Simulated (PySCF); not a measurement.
C3H9Al.
Numbering: `[CH3:1][CH2:2][CH2:3][AlH2:4]` (hydrogens: H5, H6, H7 on C1; H8, H9 on C2; H10, H11 on C3; H12, H13 on Al4)

Structure used (PBE0-D3(BJ)/def2-SVP), in Å, numbered top down from 1:
```xyz
13
C3H9Al angstrom
C     -1.3396    0.2556   -1.0384
C     -0.8558   -0.3539    0.2692
C      0.6156   -0.7710    0.2173
Al     1.9034    0.6869   -0.0726
H     -0.7647    1.1649   -1.2927
H     -2.3998    0.5478   -0.9930
H     -1.2235   -0.4519   -1.8757
H     -1.0076    0.3765    1.0834
H     -1.4944   -1.2192    0.5217
H      0.7690   -1.5539   -0.5489
H      0.9086   -1.2554    1.1707
H      3.3265    0.4077   -0.7362
H      1.5580    2.1669    0.4162
```

All values: PBE0/pcSseg-1 and CAM-B3LYP/def2-SVPD (PySCF, non-relativistic), on one gas-phase PBE0-D3(BJ)/def2-SVP geometry that isn't relaxed in the solvent. The solvent is an IEF-PCM continuum (Bondi radii, 1.10 Å for H, scaled by 1.2). The model holds no explicit solvent molecules, cavitation or dispersion.

Gas phase at PBE0/pcSseg-1: HOMO -7.56 eV, LUMO -1.34 eV, dipole 0.87 D.

Task: What does the continuum do to the energy, the frontier levels and the dipole at PBE0/pcSseg-1 in benzene and dichloromethane?

Result: 
```json
{"solvent": "benzene", "ε": "2.271", "E(solvent) − E(gas) (kcal/mol)": "-1.69", "polarisation term (kcal/mol)": "-1.78", "distortion of the solute (kcal/mol)": "0.09", "HOMO (eV)": "-7.45", "LUMO (eV)": "-1.11", "dipole (D)": "0.95"}
{"solvent": "dichloromethane", "ε": "8.93", "E(solvent) − E(gas) (kcal/mol)": "-3.29", "polarisation term (kcal/mol)": "-3.63", "distortion of the solute (kcal/mol)": "0.34", "HOMO (eV)": "-7.39", "LUMO (eV)": "-0.93", "dipole (D)": "1.01"}
```

Polarisation term: ½ Σ q·V over the induced surface charges. Distortion: the rise of the solute's own energy as its density leaves the gas-phase optimum. From benzene to dichloromethane the lowering changes by a factor 1.95, Onsager's factor (ε − 1)/(2ε + 1) by 1.83 and ε itself by 3.9.

Task: Give the dipole vector in the frame of the coordinates (D, pointing from negative to positive charge), gas and dichloromethane.

Result: Gas (-0.59, -0.63, 0.13), solvent (-0.65, -0.76, 0.14). Its length changes by +16 % and its direction by 3°.

Task: Which IAO charges (PBE0/pcSseg-1) respond most in benzene (means over atoms taken as equivalent)?

Result: 
| atoms | environment | gas (e) | solvent (e) | change |
| --- | --- | --- | --- | --- |
| Al4 | aluminium bonded to C and 2 H | +0.733 | +0.756 | +0.023 |
| H12/H13 | Al–H hydrogen | -0.206 | -0.218 | -0.012 |
| C1 | methyl carbon | -0.401 | -0.403 | -0.002 |
| H5/H6/H7 | methyl hydrogen | +0.132 | +0.133 | +0.001 |
| H10/H11 | methylene hydrogen | +0.140 | +0.141 | +0.001 |
| C2 | chain CH2 carbon | -0.230 | -0.231 | -0.001 |
| H8/H9 | methylene hydrogen | +0.128 | +0.127 | -0.001 |
| C3 | chain CH2 carbon | -0.622 | -0.622 | 0.000 |

Task: Which Mayer bond orders change most in benzene?

Result: 
```json
{"bond": "Al4–H13", "length (Å)": "1.596", "gas": "0.898", "solvent": "0.883", "change": "-0.015"}
{"bond": "Al4–H12", "length (Å)": "1.595", "gas": "0.902", "solvent": "0.888", "change": "-0.014"}
{"bond": "C3–Al4", "length (Å)": "1.967", "gas": "0.862", "solvent": "0.865", "change": "+0.003"}
{"bond": "C2–C3", "length (Å)": "1.530", "gas": "1.019", "solvent": "1.021", "change": "+0.002"}
{"bond": "C1–C2", "length (Å)": "1.522", "gas": "1.048", "solvent": "1.048", "change": "0.000"}
{"bond": "C1–H5", "length (Å)": "1.106", "gas": "0.955", "solvent": "0.955", "change": "0.000"}
{"bond": "C1–H6", "length (Å)": "1.101", "gas": "0.970", "solvent": "0.970", "change": "0.000"}
{"bond": "C1–H7", "length (Å)": "1.102", "gas": "0.965", "solvent": "0.965", "change": "0.000"}
```

Gas phase at CAM-B3LYP/def2-SVPD: HOMO -8.89 eV, LUMO -0.35 eV, dipole 0.90 D.

Task: What does the continuum do to the energy, the frontier levels and the dipole at CAM-B3LYP/def2-SVPD in benzene and dichloromethane?

Result: 
| solvent | ε | E(solvent) − E(gas) (kcal/mol) | polarisation term (kcal/mol) | distortion of the solute (kcal/mol) | HOMO (eV) | LUMO (eV) | dipole (D) |
| --- | --- | --- | --- | --- | --- | --- | --- |
| benzene | 2.271 | -1.71 | -1.82 | 0.11 | -8.77 | -0.13 | 0.98 |
| dichloromethane | 8.93 | -3.36 | -3.77 | 0.41 | -8.70 | 0.05 | 1.04 |

Task: How does the static polarisability (CAM-B3LYP/def2-SVPD, frozen core, with the continuum's full static response) change?

Result: 
| medium | isotropic (au) | principal values (au) | ⟨r²⟩ of the electrons (bohr²) |
| --- | --- | --- | --- |
| gas | 67.1 | 60.2, 65.0, 76.0 | 525.2 |
| benzene | 76.5 | 68.9, 75.1, 85.7 | 525.7 |
| dichloromethane | 86.9 | 79.0, 86.7, 95.1 | 526.3 |

The isotropic value in dichloromethane is 1.30 times the gas-phase one; no cavity-field correction is applied. ⟨r²⟩ is taken about the centre of nuclear charge.

The run took about 22 s of CPU time (one thread, shared machine). This is the whole shielding run at PBE0/pcSseg-1 in dichloromethane, SCF included.
